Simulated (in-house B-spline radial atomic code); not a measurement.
Removing one electron from Er LXV (Er64+)

Closed shell [He] 2s2. Computed with a B-spline radial code for spherical atoms: Koopmans values of Dirac-Hartree-Fock plus a diagonal self-energy, in second order or with its direct term screened (direct RPA, with the hole-particle interaction, or full time-dependent Hartree-Fock), linearised in energy; no-pair Dirac-Coulomb Hamiltonian, finite nucleus. Shifts add to the Koopmans value (the ΔSCF shift is orbital relaxation alone); the final value takes TDHF screening with Breit and QED.

Command:
```bash
python run_mb.py task.json out
```
Settings (nuclear radius in fm, box in bohr, cutoff in hartree):
```
basis_form          2
Z                   68
core_configuration  [He] 2s2
rms_radius          5.2516
mass_number         166
speed_of_light      137.036
box_radius          2.141
lmax                7
intervals           56
virtual_cutoff      18496.0
```

Run time, properties included: 0.8 s on 1 thread of Arm Neoverse V1, with other jobs on the host.

Energies in eV:

| subshell | Koopmans | ΔSCF shift | second order | direct RPA | hole-particle | TDHF | Breit + QED | final |
| --- | --- | --- | --- | --- | --- | --- | --- | --- |
| 2s1/2 | 16000.02 | -0.348 | ? | ? | ? | ? | ? | ? |

What does the self-energy do to 2s1/2?

It shifts the removal energy by 5.997 eV in second order, 4.453 with direct RPA, 5.504 with the hole-particle term and 5.781 with TDHF screening (quasi-particle weight 0.994); Breit and QED add -28.746 eV. The final value is 15977.06 eV, against 15971 ± 24 eV (NIST, tabulated theory).
